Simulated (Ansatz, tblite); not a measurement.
Removing and adding an electron: Li₃Si (the lowest doublet isomer of a short search). Total charge 0; doublet. Geometry: PBE-D4/def2-TZVP. Ansatz, gas phase; energy differences of separate SCF runs; the oxidised species is a triplet (the singlet lies 0.22 eV higher at PBE0-D4/def2-TZVP); the reduced species is a triplet (the singlet lies 0.26 eV higher at PBE0-D4/def2-TZVPD).

```tsv
atom	x (Å)	y (Å)	z (Å)
Li1	0.907	-2.180	-0.391
Li2	-0.800	2.215	-0.426
Li3	-0.212	-0.070	1.642
Si4	0.105	0.034	-0.825
```

The xTB rows come from tblite. At PBE0-D4/def2-TZVP a singlet of charge 1 lies 0.15 eV below the triplet, each at its own geometry. The structure comes from a short search, and lower isomers may exist.

```json
{"level": "GFN1-xTB", "−HOMO (eV)": "–", "vertical IE (eV)": "12.16", "−LUMO (eV)": "–", "vertical EA (eV)": "6.03", "HOMO–LUMO gap (eV)": "–", "IE − EA (eV)": "6.13", "remarks": "–"}
{"level": "GFN2-xTB", "−HOMO (eV)": "–", "vertical IE (eV)": "8.73", "−LUMO (eV)": "–", "vertical EA (eV)": "–", "HOMO–LUMO gap (eV)": "–", "IE − EA (eV)": "–", "remarks": "–"}
{"level": "PBE-D4/def2-TZVP", "−HOMO (eV)": "3.03", "vertical IE (eV)": "5.11", "−LUMO (eV)": "1.85", "vertical EA (eV)": "–", "HOMO–LUMO gap (eV)": "1.19", "IE − EA (eV)": "–", "remarks": "–"}
{"level": "PBE-D4/def2-TZVPD", "−HOMO (eV)": "3.07", "vertical IE (eV)": "–", "−LUMO (eV)": "1.88", "vertical EA (eV)": "0.66", "HOMO–LUMO gap (eV)": "1.19", "IE − EA (eV)": "–", "remarks": "HOMO above zero (-1 triplet)"}
{"level": "r2SCAN-D4/def2-TZVP", "−HOMO (eV)": "3.04", "vertical IE (eV)": "4.93", "−LUMO (eV)": "1.44", "vertical EA (eV)": "–", "HOMO–LUMO gap (eV)": "1.60", "IE − EA (eV)": "–", "remarks": "spin-contaminated (⟨S²⟩ 0.84) (doublet)"}
{"level": "r2SCAN-D4/def2-TZVPD", "−HOMO (eV)": "3.07", "vertical IE (eV)": "–", "−LUMO (eV)": "1.47", "vertical EA (eV)": "0.60", "HOMO–LUMO gap (eV)": "1.60", "IE − EA (eV)": "–", "remarks": "HOMO above zero (-1 triplet), spin-contaminated (⟨S²⟩ 0.84) (doublet)"}
{"level": "PBE0-D4/def2-TZVP", "−HOMO (eV)": "3.56", "vertical IE (eV)": "4.96", "−LUMO (eV)": "1.32", "vertical EA (eV)": "–", "HOMO–LUMO gap (eV)": "2.24", "IE − EA (eV)": "–", "remarks": "–"}
{"level": "PBE0-D4/def2-TZVPD", "−HOMO (eV)": "3.58", "vertical IE (eV)": "–", "−LUMO (eV)": "1.36", "vertical EA (eV)": "0.56", "HOMO–LUMO gap (eV)": "2.22", "IE − EA (eV)": "–", "remarks": "HOMO above zero (-1 triplet)"}
```

   A HOMO above zero means that the electron is unbound at that level or that self-interaction error raises the level; the energy of removing that electron tells which. HOMO and LUMO are the levels of the spin that leaves or enters (xTB has no such levels and no spin-polarisation term). Other spin states of the ions may lie lower, which would lower the ionisation energy or raise the affinity. Raw xTB energy differences between charge states are shifted by several eV; the methods need an empirical correction for them.
